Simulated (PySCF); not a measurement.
Ligands exchanged one at a time, B OH-I. Gas-phase values, no solvent. One relaxed conformer stands for each flexible species; it need not be the lowest. Strings in code marks are SMILES.

Calculation: ωB97X-D3(BJ)/def2-TZVP // PBE0-D3(BJ)/def2-TZVP run with PySCF 2.14.0. All candidates: neutral, multiplicity 1. Excitations are Tamm–Dancoff values on a coarser integration grid. The basis has no diffuse functions, so Rydberg states are missing or too high.

The T1 excitation (TDA) comes out as 7.89 eV and the HOMO–LUMO gap comes out as 13.77 eV. The HOMO is -11.81 eV.

Q: Which member has these values?
(A) `OB(I)I` (H–O–B–I torsion 0°)
(B) `IB(I)I`
(C) `OB(O)I` (H–O–B–I torsion 180°, I–B–O–H torsion -180°)
(D) `OB(O)O`

A: D, `OB(O)O`. The others give `OB(I)I` (H–O–B–I torsion 0°): 5.36 eV, 10.74 eV, -9.74 eV; `OB(O)I` (H–O–B–I torsion 180°, I–B–O–H torsion -180°): 6.04 eV, 11.20 eV, -9.64 eV; `IB(I)I`: 3.91 eV, 9.10 eV, -9.65 eV
